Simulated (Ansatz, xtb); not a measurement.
Relaxing a trial structure of CH5NSSn

The starting geometry of this gas-phase singlet was built from a drawn formula by distance geometry and a force field; its bonds are those of `N[C@H](S)[SnH]`.

```xyz
9

C    -1.3189    1.3248   -0.3908
N    -2.4275    1.5084    0.4630
S    -1.8288    0.5016   -1.9420
Sn    0.1500    0.1101    0.5856
H    -2.8351    0.6270    0.7890
H    -2.1239    2.0525    1.3235
H    -0.8410    2.3121   -0.6211
H    -2.2414   -0.6451   -1.3356
H    -0.5629   -1.4630    0.9557
```

Q: Predict what becomes of its bonds when it is optimised with r2SCAN-D4/def2-SVP.

A: It rearranges, giving a structure given below by its coordinates. Contacts that open: C1–S3 (1.83 → 2.58 Å). Contacts that close: S3–Sn4 (3.23 → 2.63 Å).

The energy falls by 1.22 eV over 23 steps:

```csv
step,E − E(last) (eV)
1,1.219
3,0.745
6,0.426
8,0.330
11,0.205
13,0.093
16,0.006
18,0.001
21,0.000
23,0.000
```

Final geometry (Å):

```xyz
9

C    -1.1212    1.4647    0.1261
N    -2.2369    1.4834    0.8359
S    -1.2929    0.1298   -2.0775
Sn    0.3142   -0.2652   -0.0309
H    -2.4791    0.6709    1.4000
H    -2.9642    2.1873    0.7176
H    -0.9516    2.3886   -0.4452
H    -2.3373   -0.5269   -1.5281
H    -0.9604   -1.2042    0.8295
```

From the same start GFN2-xTB ends elsewhere, differing in C1–S3 (2.09 against 2.58 Å here).

No frequencies were run, so the end isn't proven a minimum. Atoms past krypton carry core potentials, without spin–orbit terms. Run with Ansatz 0.2.0, 52 s on 2 threads of Arm Neoverse V2, with other jobs on the host.
